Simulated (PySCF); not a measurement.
A GIAO shielding run with PySCF (density fitting, non-relativistic, gas phase) on `[SiH2]1O[Si@@H](N([SiH3])[SiH3])[SiH2]C1`, CH13NOSi5:

```
$ OMP_NUM_THREADS=1 python probes_run.py task.json out

{"job": {"kind": "nmr", "xc": "PBE0", "basis": "pcSseg-1"}, "charge": 0, "multiplicity": 1}
Si    -2.800239     1.024193    -0.791403
N     -1.618272     0.006402    -0.033933
Si    -1.902333    -0.907851     1.424637
Si    -0.134545    -0.241277    -0.902984
O      0.676471    -1.438920    -0.128981
Si     2.182916    -1.393726     0.485337
C      2.867854     0.332623     0.036273
Si     1.442791     1.414943    -0.667040
H     -3.607115     0.260754    -1.748503
H     -2.052665     2.064073    -1.504569
H     -3.643366     1.597489     0.253189
H     -1.994214    -2.338375     1.132695
H     -0.820450    -0.630795     2.372358
H     -3.175953    -0.418409     1.955043
H     -0.439208    -0.850834    -2.204085
H      2.047910    -1.594795     1.926900
H      2.897822    -2.478787    -0.183063
H      3.659974     0.233791    -0.705507
H      3.337278     0.797913     0.901539
H      1.902024     2.072453    -1.903870
H      1.164399     2.506078     0.285497
```

Hardware: 1 thread of an Arm Neoverse V2, shared host. The job also computes population analyses, field gradients, ring-centre shieldings.

(1) How large is the calculation?

(2) How long does it take, and how much memory does it need?

Answers

(1) 104 electrons, 236 basis functions and 1343 auxiliary functions.

(2) 45 s of wall time, with 13 SCF cycles and 4 response iterations; peak memory 1.1 GiB. Times on a shared host scatter by some tens of per cent.
